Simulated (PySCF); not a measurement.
## Magnetic susceptibility: SMILES FCC(F)(F)/C=C\CCl, C5H6ClF3

Geometry (Å), atoms numbered from 1 in this order:
```xyz
15

F    -2.2849   -0.9915    0.1842
C    -1.8115    0.2854    0.2367
C    -0.7132    0.4878   -0.8233
F    -1.2824    0.5898   -2.0559
F    -0.1586    1.7199   -0.6048
C     0.3043   -0.6181   -0.8278
C     1.3141   -0.7660    0.0186
C     1.6643    0.1301    1.1540
Cl    0.9193   -0.5383    2.6550
H    -2.6472    0.9656    0.0439
H    -1.3903    0.4466    1.2336
H     0.1209   -1.3474   -1.6026
H     1.9358   -1.6444   -0.0825
H     2.7390    0.1459    1.3290
H     1.2860    1.1427    1.0409
```

The calculation used GIAO wB97X-D/pcSseg-1 magnetisability, rotational g tensor and spin-rotation constants, non-relativistic, gas phase in PySCF. Geometry: GFN2-xTB.

Task: How diamagnetic is it, and how anisotropic?

Result: Isotropic -1339 × 10⁻³⁰ J/T², or -80.7 × 10⁻⁶ cm³/mol; principal values -1482, -1326, -1210 × 10⁻³⁰ J/T², anisotropy 236 × 10⁻³⁰ J/T² (root of half the summed squared differences of the principal values). The susceptibility is in cgs units.

Task: Split it along the inertial axes a, b, c into diamagnetic and paramagnetic parts about the centre of mass, with the quadrupole moment.

Result: 
| axis | χ (10⁻⁶ cm³/mol) | diamagnetic (10⁻⁶ cm³/mol) | paramagnetic (10⁻⁶ cm³/mol) | summed x² of all electrons (Å²) | quadrupole Θ (D Å) |
| --- | --- | --- | --- | --- | --- |
| a | -78.8 | -662.0 | 583.2 | 264.6 | -6.21 |
| b | -87.5 | -1360.9 | 1273.4 | 99.9 | -0.79 |
| c | -75.7 | -1546.6 | 1470.9 | 56.1 | +7.00 |

Anisotropies 2χaa − χbb − χcc = +5.7 and 2χbb − χaa − χcc = -20.6 × 10⁻⁶ cm³/mol. Θ is traceless in Buckingham's convention.

Task: And the rotational g tensor?

Result: 
| axis | rotational constant (GHz) | g | nuclear part | electronic part |
| --- | --- | --- | --- | --- |
| a | 2.0267 | -0.0218 | 0.5335 | -0.5553 |
| b | 0.8663 | -0.0070 | 0.5112 | -0.5183 |
| c | 0.7479 | -0.0118 | 0.5049 | -0.5168 |

Asymmetric top; isotopes 12C, 35Cl, 19F, 1H; no vibrational averaging.
